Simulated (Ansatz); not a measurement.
A run of Ansatz (development build ahead of 0.2.0) on doublet Li₄F₄(+) at this shape:

```xyz
8

Li    1.0317    0.9994   -1.1614
F     1.8908   -1.0059    0.5585
F    -0.1503   -0.2747   -1.5219
Li   -0.5786   -1.6772   -0.5222
F     0.2291    1.4885    0.3443
Li   -0.1124    0.4889    1.7706
Li   -1.2219    0.6453   -0.3687
F    -1.0817   -0.6902    0.8646
```

Its results:

| Property | Result |
| --- | --- |
| Converged | yes |
| Total energy | -427.39795 hartree |
| Spin squared of the determinant | 0.753 |
| Stability test | minimum |

Forces (eV/Å):
```csv
atom,Fx,Fy,Fz
Li1,-0.001,0.000,0.000
F2,0.000,0.000,0.000
F3,0.000,0.000,0.000
Li4,0.000,0.000,0.000
F5,0.001,0.001,0.000
Li6,-0.001,0.000,-0.001
Li7,0.000,0.000,0.000
F8,0.000,0.000,0.001
```

Task: Which input gives this output? Name the method, the orbitals and the basis set, and write the input.

Result: UHF in def2-SVP.

```yaml
crystal:
  periodic: [false, false, false]
  atoms:
    - { symbol: Li, position_ang: [1.03166, 0.99941, -1.16138] }
    - { symbol: F, position_ang: [1.89085, -1.0059, 0.55855] }
    - { symbol: F, position_ang: [-0.15027, -0.27471, -1.52194] }
    - { symbol: Li, position_ang: [-0.57863, -1.67722, -0.52216] }
    - { symbol: F, position_ang: [0.22909, 1.48846, 0.34429] }
    - { symbol: Li, position_ang: [-0.11242, 0.48888, 1.77063] }
    - { symbol: Li, position_ang: [-1.22186, 0.6453, -0.36866] }
    - { symbol: F, position_ang: [-1.08166, -0.69023, 0.86462] }
basis:
  gaussian: { orbitals: def2-SVP }
total_charge: 1
magnetization:
  spin_polarized: true
  initial_magnetization: 1
hamiltonian:
  xc: hf
output:
  forces: true
```

Caution: the charge can sit on one fragment and break the point group.
